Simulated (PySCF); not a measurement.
C2H8N (SMILES C[NH2+]C), charge +1, singlet, at a GFN2-xTB geometry. Base run: CAMB3LYP/STO-3G run with PySCF.

Here is a job for PySCF.
```python
from pyscf import gto, scf, dft

mol = gto.Mole()
mol.atom = '''
    C     1.136261    0.518009   -0.171366
    N     0.112235   -0.534758   -0.008391
    C    -1.247539    0.012189    0.179685
    H     2.120799    0.075126   -0.306859
    H     0.903421    1.130360   -1.040487
    H     1.155837    1.155866    0.710290
    H     0.355479   -1.118517    0.802229
    H     0.119043   -1.142407   -0.837706
    H    -1.970146   -0.792934    0.295595
    H    -1.274998    0.640065    1.068267
    H    -1.527414    0.614560   -0.682510
'''
mol.basis = 'sto-3g'
mol.charge = 1
mol.spin = 0
mol.verbose = 4
mol.build()

mf = dft.RKS(mol)
mf.xc = 'camb3lyp'
mf.kernel()
```

The base run was repeated with changes; each row names its change, and settings that it needs were set with it.

```
change                                ΔE vs base (µEh)  grid points  electrons on the grid
------------------------------------  ----------------  -----------  ---------------------
base                                               0.0       120608               26.00003
grids.atom_grid = (50, 194)                       17.9        72816               25.99985
grids.radi_method = delley                         0.1       131656               26.00003
grids.atom_grid = (75, 302)                        0.1       160848               26.00003
grids.level = 2                                    0.0        76384               26.00004
grids.atom_grid = (99, 590)                        3.2       359024               26.00000
grids.radi_method = mura_knowles                   0.0       116072               26.00003
grids.radi_method = gauss_chebyshev               -0.1       118304               26.00003
grids.level = 5                                    3.4       316392               26.00000
small_rho_cutoff = 0                               0.0       120608               26.00003
grids.prune = dft.gen_grid.sg1_prune              18.9        53496               25.99988
```
